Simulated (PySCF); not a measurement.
# Electric field gradients and quadrupole coupling constants

Compound: C₈H₇N₃.
Numbering: `[cH:1]1[cH:2][cH:3][c:4](-[n:5]2[cH:6][cH:7][n:8][n:9]2)[cH:10][cH:11]1` (hydrogens: H12 on C1; H13 on C2; H14 on C3; H15 on C6; H16 on C7; H17 on C10; H18 on C11)

Geometry (GFN2-xTB, Å), atoms numbered from 1 in this order:
```
atom  x, y, z in Å
C1    -2.810    0.419   -0.271
C2    -2.326    0.046    0.974
C3    -0.974   -0.170    1.159
C4    -0.096   -0.015    0.090
N5     1.268   -0.243    0.312
C6     2.318   -0.119   -0.541
C7     3.411   -0.470    0.211
N8     2.982   -0.782    1.451
N9     1.718   -0.646    1.505
C10   -0.578    0.354   -1.160
C11   -1.934    0.570   -1.332
H12   -3.866    0.589   -0.413
H13   -3.004   -0.076    1.804
H14   -0.575   -0.460    2.118
H15    2.228    0.194   -1.558
H16    4.446   -0.517   -0.056
H17    0.089    0.473   -2.000
H18   -2.305    0.859   -2.303
```

Field gradients from the PBE0/pcSseg-1 density (PySCF, non-relativistic), principal values in atomic units, ordered |Vxx| ≤ |Vyy| ≤ |Vzz|:

| atom | Vxx | Vyy | Vzz |
| --- | --- | --- | --- |
| N5 | 0.1832 | 0.3694 | -0.5526 |
| N8 | 0.5587 | 0.5688 | -1.1275 |
| N9 | 0.1630 | 0.8758 | -1.0388 |

Problem. Find the asymmetry η = (Vxx − Vyy)/Vzz and the couplings χ = eQV/h (234.96 MHz × Q in barn × V in au), with Q(14N) = 0.02044 b.

Solution. 
```
atom             environment  nucleus     η  χzz (MHz)  χxx (MHz)  χyy (MHz)
  N5   pyrrole-type nitrogen      14N  0.34     -2.654      0.880      1.774
  N8  pyridine-type nitrogen      14N  0.01      -5.42       2.68       2.73
  N9  pyridine-type nitrogen      14N  0.69     -4.989      0.783      4.206
```

The gradient is axial or nearly so (η below 0.05) at N8. The tensor is traceless: Vxx + Vyy + Vzz = 0.

Problem. What is Vzz at N5 in SI units (1 au = 9.71736 × 10²¹ V/m²)?

Solution. -0.5526 au = -5.370 × 10²¹ V/m².

Problem. And the gradient at the other heavy atoms, for which no coupling is worked out here?

Solution. 
```csv
atom,environment,Vzz (au),η
C1,aromatic CH carbon,0.318,0.14
C2,aromatic CH carbon,0.343,0.12
C3,aromatic CH carbon,0.312,0.32
C4,aromatic carbon bearing nitrogen,-0.336,0.12
C6,aromatic CH next to a ring nitrogen,-0.256,0.18
C7,aromatic CH next to a ring nitrogen,-0.176,0.86
C10,aromatic CH carbon,0.249,0.33
C11,aromatic CH carbon,0.327,0.15
```

Problem. What couplings would deuterons (Q(2H) = 0.00286 b) have in place of the hydrogens, at this geometry?

Solution. 
```tsv
atom	bonded to	bond length (Å)	Vzz (au)	η	χzz (kHz)
H12	C1	1.079	0.3278	0.06	220
H13	C2	1.079	0.3268	0.06	220
H14	C3	1.078	0.3209	0.05	216
H15	C6	1.068	0.3505	0.09	236
H16	C7	1.070	0.3469	0.07	233
H17	C10	1.079	0.3304	0.09	222
H18	C11	1.080	0.3269	0.06	220
```

Isolated species at its GFN2-xTB geometry (one conformer only). GFN2-xTB bond lengths can be off by several hundredths of an ångström, more for odd bonds, and the gradients follow them. With a basis this small, the couplings can be 20 % off.
